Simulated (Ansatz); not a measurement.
Ansatz (a quantum-chemistry and plane-wave program) input (B3LYP-D3(BJ)/def2-TZVP):

Ansatz 0.2 input:
```yaml
crystal:
  periodic: [false, false, false]
  atoms:
    - {symbol: Si, position_ang: [0.13192781, -1.96040742, -0.70486245]}
    - {symbol: O, position_ang: [1.39299906, -1.01772453, 0.02484239]}
    - {symbol: Si, position_ang: [1.85866549, 0.42188627, 0.43688505]}
    - {symbol: O, position_ang: [-1.29973217, -1.11140318, -0.21729485]}
    - {symbol: Si, position_ang: [-1.94100325, 0.28422055, 0.09931184]}
    - {symbol: H, position_ang: [0.23229773, -1.32156297, -2.06642372]}
    - {symbol: H, position_ang: [1.64386607, 1.48225138, -0.57024752]}
    - {symbol: H, position_ang: [1.24188559, 0.88330987, 1.69520471]}
    - {symbol: H, position_ang: [3.31989027, 0.31954031, 0.65162264]}
    - {symbol: H, position_ang: [-1.66861935, 0.72767882, 1.48019006]}
    - {symbol: H, position_ang: [-1.56240893, 1.39366845, -0.80002364]}
    - {symbol: H, position_ang: [-3.40241121, 0.09411103, -0.04175654]}
basis:
  gaussian:
    orbitals: def2-TZVP
hamiltonian:
  xc: b3lyp
  dispersion: d3bj
total_charge: -1
relax: {f_tol: 0.002, max_steps: 150}
```

Output:

```
Functional definition: B3LYP
integrals: 0.16 GiB planned
1393 factors; their error is unknown
0.29 GiB of the device are held for the grids
1.21 GiB of device memory are held for the factors and their scratch space
mean field: 1.05 GiB planned
mean field evaluation 1: about -27845.7089 eV, gradient 5.0e1 eV
mean field evaluation 2: about -27837.0651 eV, gradient 8.7e1 eV
mean field evaluation 4: about -27849.7627 eV, gradient 1.8e0 eV
mean field evaluation 8: about -27849.7713 eV, gradient 6.7e-2 eV
mean field evaluation 16: about -27849.8560 eV, gradient 4.9e-5 eV
mean field -27849.85597723 eV, -1023.4633298529 hartree, gradient 4.9e-5 eV, S^2 0.000000; 0 other end points of the search recorded, 0 dependent functions left out
the calculation of the forces begins
reference -27849.85629559 eV, -1023.4633415524 hartree; 33, 33 occupied and 182, 182 virtual orbitals, 1393 factors
relax step   1: F+E_penalty+E_count = -27850.43011255 eV  Δ(F+E_penalty+E_count) = +0.000e0 eV  max|allowed force component| = 1.164e0 eV/Å  Δτ_max = 0.0000 Å  (27 SCF iters, accepted)
these checks for a lower state are left out or cut short: starts, cluster_reference, orbital_swaps, neighbouring_geometries, increment
integrals: 0.16 GiB planned
1393 factors; their error is unknown
0.29 GiB of the device are held for the grids
1.21 GiB of device memory are held for the factors and their scratch space
mean field: 1.04 GiB planned
mean field -27850.00003176 eV, -1023.4686237591 hartree, gradient 1.6e-5 eV, S^2 0.000000; 0 other end points of the search recorded, 0 dependent functions left out
the calculation of the forces begins
reference -27850.00035139 eV, -1023.4686355054 hartree; 33, 33 occupied and 182, 182 virtual orbitals, 1393 factors
relax step   2: F+E_penalty+E_count = -27850.56704200 eV  Δ(F+E_penalty+E_count) = -1.369e-1 eV  max|allowed force component| = 5.390e-1 eV/Å  Δτ_max = 0.0746 Å  (30 SCF iters, accepted)
these checks for a lower state are left out or cut short: starts, cluster_reference, orbital_swaps, neighbouring_geometries, increment
integrals: 0.16 GiB planned
1393 factors; their error is unknown
0.28 GiB of the device are held for the grids
1.21 GiB of device memory are held for the factors and their scratch space
mean field: 1.04 GiB planned
mean field -27850.03443230 eV, -1023.4698879556 hartree, gradient 1.6e-5 eV, S^2 0.000000; 0 other end points of the search recorded, 0 dependent functions left out
the calculation of the forces begins
reference -27850.03475152 eV, -1023.4698996869 hartree; 33, 33 occupied and 182, 182 virtual orbitals, 1393 factors
relax step   3: F+E_penalty+E_count = -27850.59732544 eV  Δ(F+E_penalty+E_count) = -3.028e-2 eV  max|allowed force component| = 1.239e-1 eV/Å  Δτ_max = 0.0465 Å  (29 SCF iters, accepted)
these checks for a lower state are left out or cut short: starts, cluster_reference, orbital_swaps, neighbouring_geometries, increment
integrals: 0.16 GiB planned
1393 factors; their error is unknown
0.28 GiB of the device are held for the grids
1.21 GiB of device memory are held for the factors and their scratch space
mean field: 1.04 GiB planned
mean field evaluation 32: about -27849.9048 eV, gradient 4.3e0 eV
mean field -27850.04590816 eV, -1023.4703096858 hartree, gradient 1.5e-5 eV, S^2 0.000000; 0 other end points of the search recorded, 0 dependent functions left out
the calculation of the forces begins
reference -27850.04622311 eV, -1023.4703212598 hartree; 33, 33 occupied and 182, 182 virtual orbitals, 1393 factors
relax step   4: F+E_penalty+E_count = -27850.60943819 eV  Δ(F+E_penalty+E_count) = -1.211e-2 eV  max|allowed force component| = 2.436e-1 eV/Å  Δτ_max = 0.1237 Å  (31 SCF iters, accepted)
these checks for a lower state are left out or cut short: starts, cluster_reference, orbital_swaps, neighbouring_geometries, increment
integrals: 0.16 GiB planned
1393 factors; their error is unknown
[...]
integrals: 0.16 GiB planned
1393 factors; their error is unknown
0.28 GiB of the device are held for the grids
1.20 GiB of device memory are held for the factors and their scratch space
mean field: 1.04 GiB planned
mean field -27850.09194181 eV, -1023.4720013911 hartree, gradient 1.1e-5 eV, S^2 0.000000; 0 other end points of the search recorded, 0 dependent functions left out
the calculation of the forces begins
reference -27850.09224898 eV, -1023.4720126793 hartree; 33, 33 occupied and 182, 182 virtual orbitals, 1393 factors
relax step  28: F+E_penalty+E_count = -27850.66530528 eV  Δ(F+E_penalty+E_count) = -6.817e-5 eV  max|allowed force component| = 3.792e-3 eV/Å  Δτ_max = 0.0070 Å  (31 SCF iters, accepted)
these checks for a lower state are left out or cut short: starts, cluster_reference, orbital_swaps, neighbouring_geometries, increment
integrals: 0.16 GiB planned
1393 factors; their error is unknown
0.29 GiB of the device are held for the grids
1.20 GiB of device memory are held for the factors and their scratch space
mean field: 1.04 GiB planned
mean field -27850.09192442 eV, -1023.4720007521 hartree, gradient 1.1e-5 eV, S^2 0.000000; 0 other end points of the search recorded, 0 dependent functions left out
the calculation of the forces begins
reference -27850.09223144 eV, -1023.4720120349 hartree; 33, 33 occupied and 182, 182 virtual orbitals, 1393 factors
relax step  29: F+E_penalty+E_count = -27850.66534266 eV  Δ(F+E_penalty+E_count) = -3.738e-5 eV  max|allowed force component| = 4.538e-3 eV/Å  Δτ_max = 0.0154 Å  (30 SCF iters, accepted)
these checks for a lower state are left out or cut short: starts, cluster_reference, orbital_swaps, neighbouring_geometries, increment
integrals: 0.16 GiB planned
1393 factors; their error is unknown
0.29 GiB of the device are held for the grids
1.20 GiB of device memory are held for the factors and their scratch space
mean field: 1.04 GiB planned
mean field -27850.09196130 eV, -1023.4720021074 hartree, gradient 1.1e-5 eV, S^2 0.000000; 0 other end points of the search recorded, 0 dependent functions left out
the calculation of the forces begins
reference -27850.09226822 eV, -1023.4720133865 hartree; 33, 33 occupied and 182, 182 virtual orbitals, 1393 factors
relax step  30: F+E_penalty+E_count = -27850.66535113 eV  Δ(F+E_penalty+E_count) = -8.472e-6 eV  max|allowed force component| = 5.602e-3 eV/Å  Δτ_max = 0.0124 Å  (31 SCF iters, accepted)
these checks for a lower state are left out or cut short: starts, cluster_reference, orbital_swaps, neighbouring_geometries, increment
integrals: 0.16 GiB planned
1393 factors; their error is unknown
0.29 GiB of the device are held for the grids
1.20 GiB of device memory are held for the factors and their scratch space
mean field: 1.04 GiB planned
mean field evaluation 224: about -27850.0920 eV, gradient 7.2e-6 eV
mean field -27850.09201085 eV, -1023.4720039284 hartree, gradient 7.2e-6 eV, S^2 0.000000; 0 other end points of the search recorded, 0 dependent functions left out
the calculation of the forces begins
reference -27850.09231778 eV, -1023.4720152078 hartree; 33, 33 occupied and 182, 182 virtual orbitals, 1393 factors
relax step  31: F+E_penalty+E_count = -27850.66535987 eV  Δ(F+E_penalty+E_count) = -8.744e-6 eV  max|allowed force component| = 4.267e-3 eV/Å  Δτ_max = 0.0029 Å  (24 SCF iters, accepted)
these checks for a lower state are left out or cut short: starts, cluster_reference, orbital_swaps, neighbouring_geometries, increment
integrals: 0.16 GiB planned
1393 factors; their error is unknown
0.29 GiB of the device are held for the grids
1.20 GiB of device memory are held for the factors and their scratch space
mean field: 1.04 GiB planned
mean field -27850.09214274 eV, -1023.4720087753 hartree, gradient 6.4e-6 eV, S^2 0.000000; 0 other end points of the search recorded, 0 dependent functions left out
the calculation of the forces begins
reference -27850.09244969 eV, -1023.4720200556 hartree; 33, 33 occupied and 182, 182 virtual orbitals, 1393 factors
relax step  32: F+E_penalty+E_count = -27850.66536288 eV  Δ(F+E_penalty+E_count) = -3.004e-6 eV  max|allowed force component| = 4.011e-3 eV/Å  Δτ_max = 0.0031 Å  (24 SCF iters, accepted)
these checks for a lower state are left out or cut short: starts, cluster_reference, orbital_swaps, neighbouring_geometries, increment
integrals: 0.16 GiB planned
1393 factors; their error is unknown
0.29 GiB of the device are held for the grids
1.20 GiB of device memory are held for the factors and their scratch space
mean field: 1.04 GiB planned
mean field -27850.09216810 eV, -1023.4720097072 hartree, gradient 8.4e-5 eV, S^2 0.000000; 0 other end points of the search recorded, 0 dependent functions left out
the calculation of the forces begins
reference -27850.09247508 eV, -1023.4720209885 hartree; 33, 33 occupied and 182, 182 virtual orbitals, 1393 factors
relax step  33: F+E_penalty+E_count = -27850.66536804 eV  Δ(F+E_penalty+E_count) = -5.163e-6 eV  max|allowed force component| = 1.652e-3 eV/Å  Δτ_max = 0.0020 Å  (21 SCF iters, accepted)
these checks for a lower state are left out or cut short: starts, cluster_reference, orbital_swaps, neighbouring_geometries, increment
integrals: 0.16 GiB planned
1393 factors; their error is unknown
0.29 GiB of the device are held for the grids
1.20 GiB of device memory are held for the factors and their scratch space
mean field: 1.04 GiB planned
mean field -27850.09226650 eV, -1023.4720133234 hartree, gradient 1.2e-5 eV, S^2 0.000000; 0 other end points of the search recorded, 0 dependent functions left out
the calculation of the forces begins
reference -27850.09257351 eV, -1023.4720246059 hartree; 33, 33 occupied and 182, 182 virtual orbitals, 1393 factors
relax step  34: F+E_penalty+E_count = -27850.66537137 eV  Δ(F+E_penalty+E_count) = -3.330e-6 eV  max|allowed force component| = 2.068e-3 eV/Å  Δτ_max = 0.0029 Å  (23 SCF iters, accepted)
these checks for a lower state are left out or cut short: starts, cluster_reference, orbital_swaps, neighbouring_geometries, increment
integrals: 0.16 GiB planned
1393 factors; their error is unknown
0.29 GiB of the device are held for the grids
1.20 GiB of device memory are held for the factors and their scratch space
mean field: 1.04 GiB planned
mean field -27850.09236545 eV, -1023.4720169596 hartree, gradient 1.1e-5 eV, S^2 0.000000; 0 other end points of the search recorded, 0 dependent functions left out
the calculation of the forces begins
reference -27850.09267249 eV, -1023.4720282433 hartree; 33, 33 occupied and 182, 182 virtual orbitals, 1393 factors
relax step  35: F+E_penalty+E_count = -27850.66537294 eV  Δ(F+E_penalty+E_count) = -1.572e-6 eV  max|allowed force component| = 2.367e-3 eV/Å  Δτ_max = 0.0027 Å  (24 SCF iters, accepted)
these checks for a lower state are left out or cut short: starts, cluster_reference, orbital_swaps, neighbouring_geometries, increment
integrals: 0.16 GiB planned
1393 factors; their error is unknown
0.29 GiB of the device are held for the grids
1.20 GiB of device memory are held for the factors and their scratch space
mean field: 1.04 GiB planned
mean field -27850.09240982 eV, -1023.4720185902 hartree, gradient 6.5e-5 eV, S^2 0.000000; 0 other end points of the search recorded, 0 dependent functions left out
the calculation of the forces begins
reference -27850.09271688 eV, -1023.4720298744 hartree; 33, 33 occupied and 182, 182 virtual orbitals, 1393 factors
relax step  36: F+E_penalty+E_count = -27850.66537361 eV  Δ(F+E_penalty+E_count) = -6.687e-7 eV  max|allowed force component| = 1.171e-3 eV/Å  Δτ_max = 0.0013 Å  (20 SCF iters, accepted)
integrals: 0.16 GiB planned
1393 factors; their error is unknown
0.29 GiB of the device are held for the grids
1.20 GiB of device memory are held for the factors and their scratch space
mean field: 1.04 GiB planned
mean field evaluation 256: about -27849.8025 eV, gradient 9.1e0 eV
mean field -27850.09240982 eV, -1023.4720185902 hartree, gradient 6.5e-5 eV, S^2 0.000000; 1 other end points of the search recorded, 0 dependent functions left out
the calculation of the forces begins
reference -27850.09271688 eV, -1023.4720298744 hartree; 33, 33 occupied and 182, 182 virtual orbitals, 1393 factors
Total energy: -27850.66568067 eV, -1023.4930859053 hartree
Atom 0 at     0.035863    -1.904107    -0.625796 Å, force    -0.000169    -0.000026    -0.000965 eV/Å
Atom 1 at     1.493097    -1.130983    -0.025078 Å, force     0.000611     0.000395     0.000267 eV/Å
Atom 2 at     2.031665     0.360089     0.250614 Å, force    -0.000210     0.000439     0.000175 eV/Å
Atom 3 at    -1.140839    -1.126869     0.444017 Å, force    -0.001118    -0.000084     0.001171 eV/Å
Atom 4 at    -2.011667     0.210204     0.215242 Å, force     0.000844     0.000093    -0.000421 eV/Å
Atom 5 at    -0.198161    -0.894584    -1.813995 Å, force     0.000149    -0.000132    -0.000177 eV/Å
Atom 6 at     1.833486     1.291195    -0.898830 Å, force     0.000243    -0.000276     0.000223 eV/Å
Atom 7 at     1.413763     1.018754     1.439403 Å, force     0.000187    -0.000232    -0.000249 eV/Å
Atom 8 at     3.502243     0.331615     0.525463 Å, force    -0.000374     0.000039    -0.000148 eV/Å
Atom 9 at    -2.783613     0.538173     1.455518 Å, force     0.000008    -0.000014    -0.000008 eV/Å
Atom 10 at    -1.197910     1.416600    -0.108929 Å, force    -0.000034    -0.000098     0.000010 eV/Å
Atom 11 at    -3.030570     0.085481    -0.870181 Å, force    -0.000137    -0.000104     0.000123 eV/Å
Dipole moment:     0.011027     0.689897     0.273900 e Å
```

It need not be the lowest isomer of its formula. Whether it binds its extra electron was not tested at this geometry.
